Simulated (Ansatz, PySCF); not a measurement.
Si(H)2(F)(NMe2) (C₂H₈FNSi), SMILES CN(C)[SiH2]F. Atoms are numbered in the order given.

```xyz
13

Si     0.9053     0.5277    -0.2049
F      1.4330     0.9293     1.2915
N     -0.6781    -0.1335    -0.2337
C     -1.8660     0.7004    -0.2384
C     -0.9371    -1.5362     0.0340
H      1.8512    -0.4997    -0.7056
H      0.9001     1.7898    -0.9847
H     -1.6095     1.7403    -0.4914
H     -2.3783     0.7084     0.7439
H     -2.5961     0.3424    -0.9886
H     -1.3784    -1.6985     1.0372
H     -0.0062    -2.1205    -0.0215
H     -1.6419    -1.9557    -0.7085
```

The structure is a stationary point at B3LYP-D3(BJ)/def2-SVP. The structure was generated by enumeration, and PubChem lists no compound with its InChIKey, so it may never have been made. The values are those of a single conformer.

Two levels are set side by side: PBE-D3(BJ)/def2-SVP (Ansatz, a program for electronic structure) and B3LYP-D3(BJ)/def2-SVP (Ansatz). Each level has its own optimised geometry; the coordinates shown are those of the second. Frequencies come from the Hessian of PySCF at each geometry. Differences are taken from unrounded values.

```json
[
 {"quantity": "mean bond length (Å)", "B3LYP-D3(BJ)": "1.321", "PBE-D3(BJ)": "1.330", "PBE-D3(BJ) minus B3LYP-D3(BJ)": "0.008"},
 {"quantity": "bond Si1–F2 (Å)", "B3LYP-D3(BJ)": "1.637", "PBE-D3(BJ)": "1.649", "PBE-D3(BJ) minus B3LYP-D3(BJ)": "0.012"},
 {"quantity": "bond Si1–N3 (Å)", "B3LYP-D3(BJ)": "1.716", "PBE-D3(BJ)": "1.727", "PBE-D3(BJ) minus B3LYP-D3(BJ)": "0.011"},
 {"quantity": "bond N3–C4 (Å)", "B3LYP-D3(BJ)": "1.451", "PBE-D3(BJ)": "1.452", "PBE-D3(BJ) minus B3LYP-D3(BJ)": "0.001"},
 {"quantity": "bond N3–C5 (Å)", "B3LYP-D3(BJ)": "1.451", "PBE-D3(BJ)": "1.452", "PBE-D3(BJ) minus B3LYP-D3(BJ)": "0.001"},
 {"quantity": "bond Si1–H6 (Å)", "B3LYP-D3(BJ)": "1.484", "PBE-D3(BJ)": "1.498", "PBE-D3(BJ) minus B3LYP-D3(BJ)": "0.014"},
 {"quantity": "bond Si1–H7 (Å)", "B3LYP-D3(BJ)": "1.484", "PBE-D3(BJ)": "1.498", "PBE-D3(BJ) minus B3LYP-D3(BJ)": "0.014"},
 {"quantity": "bond C4–H8 (Å)", "B3LYP-D3(BJ)": "1.101", "PBE-D3(BJ)": "1.108", "PBE-D3(BJ) minus B3LYP-D3(BJ)": "0.008"},
 {"quantity": "bond C4–H9 (Å)", "B3LYP-D3(BJ)": "1.108", "PBE-D3(BJ)": "1.116", "PBE-D3(BJ) minus B3LYP-D3(BJ)": "0.008"},
 {"quantity": "bond C4–H10 (Å)", "B3LYP-D3(BJ)": "1.106", "PBE-D3(BJ)": "1.115", "PBE-D3(BJ) minus B3LYP-D3(BJ)": "0.008"},
 {"quantity": "bond C5–H11 (Å)", "B3LYP-D3(BJ)": "1.108", "PBE-D3(BJ)": "1.116", "PBE-D3(BJ) minus B3LYP-D3(BJ)": "0.008"},
 {"quantity": "bond C5–H12 (Å)", "B3LYP-D3(BJ)": "1.101", "PBE-D3(BJ)": "1.108", "PBE-D3(BJ) minus B3LYP-D3(BJ)": "0.008"},
 {"quantity": "bond C5–H13 (Å)", "B3LYP-D3(BJ)": "1.106", "PBE-D3(BJ)": "1.115", "PBE-D3(BJ) minus B3LYP-D3(BJ)": "0.008"},
 {"quantity": "highest harmonic wavenumber (cm⁻¹)", "B3LYP-D3(BJ)": "3111", "PBE-D3(BJ)": "3053", "PBE-D3(BJ) minus B3LYP-D3(BJ)": "-58"},
 {"quantity": "mean harmonic wavenumber (cm⁻¹)", "B3LYP-D3(BJ)": "1367", "PBE-D3(BJ)": "1329", "PBE-D3(BJ) minus B3LYP-D3(BJ)": "-38"},
 {"quantity": "zero-point energy (kcal/mol)", "B3LYP-D3(BJ)": "64.49", "PBE-D3(BJ)": "62.68", "PBE-D3(BJ) minus B3LYP-D3(BJ)": "-1.81"}
]
```

GGA bonds tend to be longer and softer than those of functionals with exact exchange. Differences between two approximate levels are no errors against the true value.
